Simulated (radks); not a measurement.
Problem. Coherent X-ray form factor from a spherical all-electron density. All-electron calculation, non-relativistic Kohn-Sham, BLYP, spin-polarised, spherical densities, point nucleus. Program: a radial shooting solver on a logarithmic mesh with Libxc functionals.

sin(theta)/lambda (1/angstrom)  f0 (electrons)
0.05                                     2.719
0.1                                      2.235
0.15                                     1.914
0.2                                      1.739
0.25                                     1.617
0.3                                      1.501
0.4                                      1.259
0.5                                      1.024
0.6                                      0.817
0.8                                      0.512
1                                        0.322
1.25                                     0.186
1.5                                      0.112
2                                        0.046

The species is in the configuration that NIST lists as its ground one. Which atom or ion scatters so?

Solution. Neutral lithium, [He] 2s1. Extrapolating in s^2 from the first two rows gives f0(0) = 2.9, near the electron count 3; among species with that count, the fall with angle is slower the higher Z, and the table is that of Z = 3; from so few rows the species is fixed only to a neighbour or two.
